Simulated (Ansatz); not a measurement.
The inner images of a band of Cl3F2HOW + H2O (11 atoms, charge 0, multiplicity 1) are given out of order.

Method: RKS PBE/def2-SVP in Ansatz 0.2.0.

Initial state:

```xyz
11
Properties=species:S:1:pos:R:3
W 0.366 -0.320 -0.206
F 0.542 -0.718 1.634
Cl 2.663 -0.214 -0.320
O 0.035 1.437 0.131
H -0.819 2.025 0.428
Cl -2.041 -0.577 0.064
F 0.258 -2.186 -0.457
Cl 0.169 -0.076 -2.500
O -2.120 2.417 0.798
H -2.533 1.541 0.570
H -2.174 2.456 1.774
```

Final state:

```xyz
11
Properties=species:S:1:pos:R:3
W -0.259 -0.011 -0.561
F -0.933 2.659 1.708
Cl 1.875 -0.382 0.318
O -0.123 1.807 -0.442
H -0.391 2.417 0.353
Cl -2.390 0.057 -1.518
F -0.651 -1.799 -0.073
Cl 0.612 -0.361 -2.667
O -1.019 0.268 1.278
H -1.302 -0.542 1.748
H -1.072 1.670 1.773
```

**Question.** Put them in order from the first end to the last, with their energies above the first end.
A.
```xyz
11
Properties=species:S:1:pos:R:3
W -0.381 0.122 -0.530
F 0.199 1.656 2.220
Cl 1.839 -0.253 0.089
O -0.046 1.945 -0.401
H 0.080 2.355 0.500
Cl -2.471 -0.329 -1.551
F -0.558 -1.577 0.266
Cl 0.322 -0.007 -2.725
O -1.612 0.626 0.952
H -2.384 0.036 1.077
H -0.642 1.210 2.020
```
B.
```xyz
11
Properties=species:S:1:pos:R:3
W -0.362 0.042 -0.589
F -0.223 2.331 2.002
Cl 1.788 -0.170 0.307
O -0.211 1.869 -0.452
H -0.159 2.356 0.450
Cl -2.451 -0.204 -1.607
F -0.539 -1.742 0.012
Cl 0.515 -0.191 -2.710
O -1.354 0.364 1.123
H -1.871 -0.389 1.472
H -0.784 1.519 1.907
```
C.
```xyz
11
Properties=species:S:1:pos:R:3
W -0.319 0.205 -0.348
F 0.353 0.839 1.929
Cl 1.940 -0.363 -0.147
O 0.051 2.034 -0.442
H 0.095 2.635 0.331
Cl -2.467 -0.364 -1.289
F -0.546 -1.402 0.600
Cl 0.160 0.016 -2.609
O -1.704 0.898 1.000
H -2.545 0.398 0.944
H -0.669 0.890 1.947
```
D.
```xyz
11
Properties=species:S:1:pos:R:3
W 0.228 -0.194 -0.366
F -0.001 -0.120 1.535
Cl 2.512 -0.102 -0.076
O -0.097 1.604 -0.341
H -0.822 2.070 0.296
Cl -2.166 -0.454 -0.505
F 0.188 -2.062 -0.096
Cl 0.437 -0.405 -2.644
O -1.906 2.198 1.237
H -2.482 1.496 0.844
H -1.542 1.754 2.032
```
E.
```xyz
11
Properties=species:S:1:pos:R:3
W 0.077 0.015 -0.358
F 0.346 0.454 1.511
Cl 2.338 -0.459 -0.202
O -0.025 1.864 -0.502
H -0.557 2.329 0.204
Cl -2.193 -0.228 -1.050
F -0.346 -1.629 0.449
Cl 0.490 -0.276 -2.617
O -1.932 1.627 1.403
H -2.520 0.924 1.055
H -1.330 1.162 2.022
```

**Answer.** D (+0.06 eV), E (+0.87 eV), C (+1.40 eV), A (+1.04 eV), B (+0.54 eV).

Time of the run: 8.2 min on 4 threads of Arm Neoverse V1, with other jobs on the host, peak memory 0.3 GiB.
